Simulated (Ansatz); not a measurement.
Input for Ansatz (development build ahead of 0.2.0):

```yaml
crystal:
  periodic: [false, false, false]
  atoms:
    - { symbol: H, position_ang: [-1.15, -1.1845, -0.778] }
    - { symbol: H, position_ang: [-1.15, -1.1845, -1.522] }
    - { symbol: H, position_ang: [-1.15, -1.1845, 1.522] }
    - { symbol: H, position_ang: [-1.15, -1.1845, 0.778] }
    - { symbol: H, position_ang: [-1.15, 1.1845, -0.778] }
    - { symbol: H, position_ang: [-1.15, 1.1845, -1.522] }
    - { symbol: H, position_ang: [-1.15, 1.1845, 1.522] }
    - { symbol: H, position_ang: [-1.15, 1.1845, 0.778] }
    - { symbol: H, position_ang: [1.15, -1.1845, -0.778] }
    - { symbol: H, position_ang: [1.15, -1.1845, -1.522] }
    - { symbol: H, position_ang: [1.15, -1.1845, 1.522] }
    - { symbol: H, position_ang: [1.15, -1.1845, 0.778] }
    - { symbol: H, position_ang: [1.15, 1.1845, -0.778] }
    - { symbol: H, position_ang: [1.15, 1.1845, -1.522] }
    - { symbol: H, position_ang: [1.15, 1.1845, 1.522] }
    - { symbol: H, position_ang: [1.15, 1.1845, 0.778] }
basis:
  gaussian: { orbitals: def2-SVPD }
hamiltonian:
  xc: hf
```

The input is written out in the form of the current development build from the run's settings.

Output:

```json
{"Converged": "yes", "Total energy": "-8.96571 hartree", "Spin squared of the determinant": "0.000"}
```
